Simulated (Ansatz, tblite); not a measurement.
Isomers of NaI2 (doublet), found by a short tight-binding search and relaxed with B3LYP-D4/def2-TZVP in Ansatz.

In the def2 sets I takes a core potential; there is no spin–orbit coupling. The xTB rows come from tblite. Correlated methods freeze 9 core orbitals; core or outer-core shells of Na, I are correlated, in sets that lack core-valence functions.

Run but left out: PBE-D4/def2-TZVP (B: an occupied level 0.01 eV above an empty one).

B: At r2SCAN-D4/def2-TZVP, B97M-V/def2-TZVP the gap within one spin of the charge 0 doublet nearly closes, so an electron or hole may be smeared out by delocalisation error.

Other spin states were run for one of them alone.

A:

Cartesian coordinates in Å:
```
Na -1.537 0.161 -0.251
I 0.975 -0.593 -1.471
I 0.562 0.432 1.722
```

B:

```xyz
3

Na    0.0013   -0.0077    0.0023
I    -2.8644   -0.4326    0.2311
I     2.8632    0.4403   -0.2335
```

Question: Estimate which lies lowest at each level, and how far above it the others are (eV).

Answer: 
```csv
level,A,B
GFN1-xTB,0.00,0.25
GFN2-xTB,0.19,0.00
HF/def2-TZVPP,0.00,0.40
r2SCAN-D4/def2-TZVP,0.00,0.38
B97M-V/def2-TZVP,0.00,0.28
PBE0-D4/def2-TZVP,0.00,0.54
PBE-QIDH/def2-TZVP,0.00,0.99
MP2/def2-TZVPP,0.00,0.94
CCSD/def2-TZVPP,0.00,0.80
CCSD(T)/def2-TZVPP,0.00,0.88
```
Point groups (tolerance 0.1 Å): A C2v, B D∞h. A and B have the same bonds, so they are conformers or stereoisomers. Lower isomers may exist.
